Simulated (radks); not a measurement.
Numerical settings for neutral nickel, [Ar] 3d8 4s2. Calculated with a radial shooting solver on a logarithmic mesh with Libxc functionals: Dirac Kohn-Sham, PBE, spin-unpolarised, spherical densities, finite nucleus; open shells are shared between the two j in proportion to 2j + 1; Fermi nuclear charge, rms radius 3.7757 fm. The defaults (mesh step 0.008 in ln r, mesh end at 40 bohr or more with all orbitals vanishing there, Anderson mixing 0.5 over 9 steps, residual threshold near 1e-9 with the energy settled to 1e-9 hartree or 1e-11 of itself, here a cap of 74 iterations) give E = -1520.5730 hartree and 4s1/2 at -5.643 eV in 15 iterations. Run on one thread of a shared host, so times are rough (Arm Neoverse V2): 0.09 s of CPU time, 0.09 s wall, 15 iterations on 2381 mesh points. Changes against that run (0 stands for a change within the tolerance of the run):

setting                    iterations  converged  E (mhartree)  e(4s1/2) (meV)  CPU (s)
mesh step in ln r 0.12              2         no      diverged               -        0
mesh step in ln r 0.2               4         no      diverged               -        0
mesh step in ln r 0.012            15        yes             0               0     0.06
mesh end (bohr) 5                  14        yes           +78       +2.12e+03     0.07
mesh end (bohr) 20                 15        yes             0               0     0.09
residual threshold 1e-16           74         no             0               0     0.23
residual threshold 1e-05           12        yes             0          -0.032     0.08
mixing 1                           14        yes             0               0     0.09
linear mixing, mixing 0.5          44        yes             0               0     0.19
linear mixing, mixing 0.2          74         no             0               0     0.29
mixing history 20                  24        yes             0               0     0.13
iteration cap 2                     2         no          +223       -6.48e+03     0.02

Settings that end as converged yet miss the energy by more than 1 mhartree: mesh end (bohr) 5 (+0.078 hartree). A mesh that ends early acts as a hard wall.
